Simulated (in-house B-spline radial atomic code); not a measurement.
Checks on a self-consistent run for Pt7+, [Xe] 4f14 5d3. Level of theory: Dirac-Hartree-Fock, average of configuration, Fermi nucleus of rms radius 5.427 fm; calculated with a radial B-spline atomic code at the basis-set limit.

```
orbital    q       ε (Eh)     <1/r>         <r²>  small-component weight
  1s1/2    2  -2903.82316   93.8896  0.000406169                0.087474
  2s1/2    2   -518.67254   23.0452   0.00613955                0.020025
  2p1/2    2   -496.24540   22.9602   0.00436726                0.020059
  2p3/2    4   -432.59314   18.8513   0.00555342                0.017897
  3s1/2    2   -127.29132   8.47432     0.039797                 0.00669
  3p1/2    2   -117.28267   8.37369    0.0364391               0.0066184
  3p3/2    4   -103.09174   7.31014    0.0428251               0.0060039
  3d3/2    4    -86.64789   7.18714    0.0330358               0.0058588
  3d5/2    6    -83.61870   6.94239    0.0347817               0.0056893
  4s1/2    2    -31.74863   3.55885     0.194335               0.0022229
  4p1/2    2    -27.46460   3.44679     0.199185               0.0021292
  4p3/2    4    -24.04491   3.09606      0.23051                0.001914
  4d3/2    4    -17.01837   2.88437     0.245877               0.0017083
  4d5/2    6    -16.37354   2.79933      0.25743               0.0016466
  5s1/2    2     -8.18771   1.43688     0.992203               0.0005477
  5p1/2    2     -6.65408   1.33304      1.13199              0.00048498
  5p3/2    4     -6.02901   1.21683      1.30569              0.00042697
  4f5/2    6     -7.34189   2.42464     0.306915               0.0012801
  4f7/2    8     -7.20843   2.39134     0.315122               0.0012544
  5d3/2  1.2     -3.99919    1.0016      1.87292              0.00030336
  5d5/2  1.8     -3.92260  0.976374      1.95396              0.00029116
```

Electron-electron repulsion V_ee = 6557.0444 hartree.

Question: What total energy follows from the eigenvalues?

Answer: The eigenvalues count the repulsion twice, so E = Σqε - V_ee = -11865.972 - 6557.044 = -18423.017 hartree; the run printed -18423.017.

Question: Does the Dirac virial theorem hold?

Answer: For a point nucleus E = -2c²Σq·w, with w the small-component weight. Here Σq·w = 0.49036 and c = 137.0360, so the ratio E/(-2c²Σq·w) is 1.000342; the finite nucleus accounts for the departure from 1.

Question: What diamagnetic shielding (Lamb formula) and susceptibility (Langevin formula) do the radii give?

Answer: σ = (α²/3)Σq<1/r> = 590.309/(3·137.036²) = 10478 ppm, and χ = -0.79199×10⁻⁶·Σq<r²> = -19.44×10⁻⁶ cm³/mol with Σq<r²> = 24.544 bohr². Both are non-relativistic formulas without the paramagnetism of open shells; for so heavy an element the full relativistic shielding is larger by tens of per cent.
